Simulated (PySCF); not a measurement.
Computed with PBE-D3(BJ)/def2-TZVP // B3LYP-D3(BJ)/def2-TZVP run with PySCF. All species are isolated molecules in the gas phase. One relaxed conformer stands for a flexible species; it need not be the lowest. 

Reference species (SMILES): `C=C(N)N` (neutral, multiplicity 1).

```
Item     Value
----  --------
LUMO  -0.16 eV
HOMO  -4.31 eV
```

Changed species: `NCN=C`.

**Question.** Predict the effect on the LUMO and HOMO.

**Answer.** the LUMO decreases by 1.38 eV, to -1.54 eV; the HOMO drops by 1.40 eV, to -5.71 eV.
